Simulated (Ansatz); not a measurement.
One change: `OB1CC1Cl` becomes `CC1CB1O`.

Ansatz, PBE0-D4/def2-TZVP geometries, multiplicity 1. Each molecule was computed in one conformer, which needn't be the lowest.

| property | `OB1CC1Cl` |
| --- | --- |
| HOMO–LUMO gap (PBE0/def2-TZVPP) / eV | 6.36 |
| HOMO energy (PBE0/def2-TZVPP) / eV | -7.10 |
| HOMO energy (B3LYP/def2-TZVPP) / eV | -6.89 |
| ideal-gas entropy at 298 K and 1 bar (rigid rotor, harmonic PBE0-D4/def2-TZVP) / J/(mol·K) | 315 |
| size of the dipole moment (ωB97M-V/def2-TZVPP) / D | 1.76 |
| HOMO–LUMO gap (B3LYP/def2-TZVPP) / eV | 5.94 |

(1) Give the same properties after the change, and the shifts. (Estimate.)

## Answers

(1) The calculation gave: 
```
                                                                                  property  `CC1CB1O`  shift
                                                      HOMO–LUMO gap (PBE0/def2-TZVPP) / eV       6.94   0.58
                                                        HOMO energy (PBE0/def2-TZVPP) / eV      -6.81   0.29
                                                       HOMO energy (B3LYP/def2-TZVPP) / eV      -6.63   0.26
ideal-gas entropy at 298 K and 1 bar (rigid rotor, harmonic PBE0-D4/def2-TZVP) / J/(mol·K)        314     -1
                                        size of the dipole moment (ωB97M-V/def2-TZVPP) / D       1.31  -0.45
                                                     HOMO–LUMO gap (B3LYP/def2-TZVPP) / eV       6.51   0.57
```

With PBE0 the HOMO rises by 0.29 eV and the LUMO rises by 0.86 eV, so the gap widens by about 0.57 eV. PBE moves the HOMO by 0.26 eV and ωB97M-V by 0.25 eV. The zero-point energy changes by 97.3 kJ/mol with +9 modes. Dipoles are sizes alone; their direction can turn.

B3LYP here is the variant with VWN-RPA as its local correlation; programs differ in this.
